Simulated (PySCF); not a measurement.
A structure optimised at PBE0-D3(BJ)/def2-SVP, used in a PySCF frequency run:

```
Ge
O 1 1.7709
H 2 0.9648 1 111.91
O 1 1.7709 2 111.77 3 -75.19
H 4 0.9648 1 111.91 2 -75.19
S 1 2.2051 2 112.54 3 38.99
H 6 1.3521 1 90.64 2 -119.31
S 1 2.2051 2 102.08 3 164.31
H 8 1.3521 1 90.64 2 0.65
```

Task: Write its SMILES, formula and point group.

Result: [OH][Ge]([OH])([SH])[SH], GeH4O2S2, C2

Task: What are its rotational constants (standard atomic weights)?

Result: 2.6780, 1.6120, 1.4392 GHz
